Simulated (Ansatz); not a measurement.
Geometry optimisation, Ansatz, RKS BHLYP-D4/def2-SVP.

Input file:

```yaml
crystal:
  periodic: [false, false, false]
  atoms:
    - { symbol: B, position_ang: [-1.6065, 0.2135, 0.1898] }
    - { symbol: C, position_ang: [-0.249, 0.0113, 0.8761] }
    - { symbol: C, position_ang: [0.8473, 0.2504, -0.1069] }
    - { symbol: C, position_ang: [1.2647, -0.6458, -1.0322] }
    - { symbol: Cl, position_ang: [1.8229, 1.7247, -0.0003] }
    - { symbol: H, position_ang: [-2.3741, 1.1243, 0.5718] }
    - { symbol: H, position_ang: [-1.9601, -0.408, -0.734] }
    - { symbol: H, position_ang: [-0.1156, 0.7349, 1.7242] }
    - { symbol: H, position_ang: [-0.1964, -1.0038, 1.3201] }
    - { symbol: H, position_ang: [0.633, -1.5817, -1.0907] }
    - { symbol: H, position_ang: [1.999, -0.4768, -1.6972] }
basis:
  gaussian: { orbitals: def2-SVP }
hamiltonian:
  xc: { name: BHLYP }
  dispersion: d4
relax:
  f_tol: 0.02
  max_steps: 50
output:
  orbitals: {}
```

Launched with:

```bash
$ ansatz run input.yaml --threads 2 --pin off --max-ram 3072MiB --backend cpu --events-out ev --progress --plain --runs-dir out
```

Q: Where does it end, and by what steps?

A: The forces met the threshold. The force dipped under the threshold on the way, but the program's further checks kept it going. After 32 steps the energy has fallen by 0.557 eV; H7 moved furthest, 1.40 Å.

| step | energy less start (eV) | largest force component (eV/Å) | accepted |
| --- | --- | --- | --- |
| 0 | 0.0000 | 4.835 | yes |
| 2 | -0.3902 | 0.871 | yes |
| 4 | -0.4194 | 0.247 | yes |
| 6 | -0.4394 | 0.558 | yes |
| 8 | -0.4619 | 0.383 | yes |
| 10 | -0.4755 | 0.476 | yes |
| 12 | -0.5008 | 0.176 | yes |
| 14 | -0.5175 | 0.173 | yes |
| 16 | -0.5206 | 0.112 | yes |
| 18 | -0.5300 | 0.301 | yes |
| 20 | -0.5466 | 0.094 | yes |
| 22 | -0.5524 | 0.157 | yes |
| 24 | -0.5548 | 0.099 | yes |
| 26 | -0.5565 | 0.049 | yes |
| 28 | -0.5567 | 0.017 | yes |
| 30 | -0.5570 | 0.037 | yes |
| 32 | -0.5572 | 0.017 | yes |

```xyz
11
Properties=species:S:1:pos:R:3
B -1.702 0.502 0.320
C -0.271 0.018 0.730
C 0.805 0.132 -0.296
C 1.471 -0.862 -0.860
Cl 1.145 1.781 -0.764
H -2.596 0.370 1.109
H -1.931 0.991 -0.749
H 0.000 0.602 1.624
H -0.346 -1.017 1.088
H 1.265 -1.885 -0.565
H 2.225 -0.687 -1.617
```

Time of the run: 67 s on 2 threads of Intel(R) Xeon(R) Platinum 8488C (Sapphire Rapids) (shared host), peak memory 0.25 GiB.
